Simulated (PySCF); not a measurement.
# PBE0 on Cl (chlorine, neutral)

Configuration: [Ne] 3s1 3p6, 2S determinant (an excited configuration). Calculation: PySCF 2.14, in aug-cc-pV(Q+d)Z; the non-relativistic Hamiltonian (point nucleus).

| Property | Result |
| --- | --- |
| Total energy | -459.5363 hartree |
| One-electron energy | -633.7598 hartree |
| Hartree (Coulomb) energy | 202.1473 hartree |
| Exchange-correlation energy | -27.9237 hartree |
| Kinetic energy | 458.51938 hartree |
| ⟨S²⟩ | 0.7559 |
| ⟨L²⟩ | 0.000 |
| Sum of ⟨r⟩ | 15.97 bohr |
| Sum of ⟨r²⟩ | 28.34 bohr² |
| Density at the nucleus (Gaussians lack the cusp) | 3180 bohr⁻³ |
| Spin density at the nucleus | 11.5 bohr⁻³ |
| Langevin diamagnetic susceptibility | -22.4 ×10⁻⁶ cm³/mol |

| shell | electrons | mean orbital energy (eV) | rms radius, mean of both spins (bohr) |
| --- | --- | --- | --- |
| 1s α | 1 | -2771.4 | 0.106 |
| 1s β | 1 | -2771.1 | 0.106 |
| 2s α | 1 | -262.49 | 0.485 |
| 2s β | 1 | -261.96 | 0.485 |
| 2p α | 3 | -200.74 | 0.454 |
| 2p β | 3 | -200.37 | 0.454 |
| 3s α | 1 | -24.625 | 1.64 |
| 3p α | 3 | -11.312 | 2.00 |
| 3p β | 3 | -9.730 | 2.00 |
